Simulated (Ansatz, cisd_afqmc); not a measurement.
Species: H$_{2}$Se, charge 0, singlet. H2Se (SMILES [SeH2]).
B3LYP-D3(BJ)/def2-TZVP minimum from Ansatz (an electronic-structure program):
```xyz
3

Se    -0.0012     0.0571     0.0009
H     -1.0300    -0.9935    -0.0128
H      1.0722    -0.9476    -0.0191
```
Charge 0, spin multiplicity 1.

Total energies in cc-pVDZ, 8 correlated electrons, 14 frozen orbitals. Open shells are spin-unrestricted; no spin-orbit coupling. Cores are frozen in correlated methods (noble-gas shells, and filled d and f shells in the p block). No relativity. AFQMC is phaseless with a CISD trial state; ± is one standard error, without the phaseless bias. Outlying blocks are dropped, and bars are widened where a walk drifts. Over all cases where full CI ran beside it in this data, AFQMC minus full CI had a median of +0.1 mEh and passed +0.4 mEh in a tenth of the cases.

| method | program | energy (Eh) | error against FCI (mEh) |
|---|---|---|---|
| HF | Ansatz | -2400.97108 | 153.20 |
| MP2 | Ansatz | -2401.09889 | 25.39 |
| CCSD | Ansatz | -2401.12070 | 3.58 |
| CCSD(T) | Ansatz | -2401.12366 | 0.62 |
| CCSDT(Q) | Ansatz | -2401.12425 | 0.03 |
| CCSDTQ | Ansatz | -2401.12427 | 0.01 |
| AFQMC/CISD | cisd_afqmc | -2401.1242 ± 0.0001 | 0.1 ± 0.1 |
| FCI | Ansatz | -2401.12428 | 0.00 |

Rough core times of Ansatz's runs on a shared machine: CCSD(T) under 20 s, CCSDT(Q) under 20 s, CCSDTQ under 20 s, FCI 50 s.
